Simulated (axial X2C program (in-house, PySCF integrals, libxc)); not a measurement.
What spin–orbit coupling does to RhCl⁻

All values were computed with an in-house all-electron X2C program for linear molecules (integrals from PySCF). Spin-free means the one-electron spin-free X2C Hamiltonian; two-component (2c) means X2C with spin–orbit coupling and atomic mean-field two-electron Coulomb terms, the Gaunt term switched off, so the difference of the two also holds small scalar two-electron terms. Basis: Rh dyall-av3z [13s13p9d3f2g], Cl dyall-av3z [9s8p3d2f] (cores contracted in-house); Gaussian nuclei, density fitting, unrestricted open shells. Masses: Rh 102.906 u, Cl 34.969 u.

Spin-free state: M_S = 1/2, Λ = 2 (beyond evenly filled blocks: δ+α, δ+β, δ-α); fragments Rh + Cl-.

```csv
level,Re (Å),ωe (cm⁻¹),De (eV),μ (D)
PBE0,2.299,288.9,1.403,-2.22
PBE,2.267,315.9,1.827,-2.34
BP86,2.269,316.9,1.803,-2.41
```

Dipoles are positive if Cl is the positive end and refer to the centre of mass.

Question: Within this multiplet, which Ω should lie lowest by the rule for regular and inverted multiplets?

Answer: The open δ shell holds three electrons, one hole, so the multiplet is inverted: Ω = Λ + 1/2 = 5/2. The PBE0 2c search agrees.

Two-component determinant lowest at the distance of the search:

Ω = 5/2 (⟨Sz⟩ = 0.49, ⟨Lz⟩ = 2.01 at PBE0); fragments Rh + Cl-.

| level | Re (Å) | ωe (cm⁻¹) | μ (D) |
| --- | --- | --- | --- |
| PBE0 | 2.300 | 288.5 | -2.14 |
| PBE | 2.266 | 316.7 | -2.29 |
| BP86 | 2.268 | 317.6 | -2.35 |

Question: From the two tables, how do the constants change at the PBE0 level (2c against spin-free)?

Answer: At the PBE0 level Re is unchanged within 0.001 Å and ωe decreases by 0.4 cm⁻¹.

The state is one determinant whose occupation by symmetry is held fixed; it was picked as the lowest of a PBE0 search that is not exhaustive. De is counted from the lowest determinant-based energies of the atoms at the same level, without counterpoise correction. De is not given where an atomic determinant may have missed its ground term or J level, or where the truncated virtual space spoils (T). Density functionals use the spin component along the axis (collinear). Other states lie close and PBE0, whose exact exchange favours high spin, may order them wrongly; the determinant shown need not be the ground state. The nearest other spin-free determinant of the search, M_S = 3/2, Λ = 2, lies 0.14 eV up at the distance of the search. Without a current term, density functionals place determinants with orbital angular momentum somewhat too high. At some level and bond length an empty orbital lies below a filled one. The highest occupied level of some functionals is positive through self-interaction error; at Hartree–Fock it is bound. The determinant is spin-polarised beyond a pure state at some levels (its spin-free form has ⟨S²⟩ too high), which makes Re and μ there less reliable.
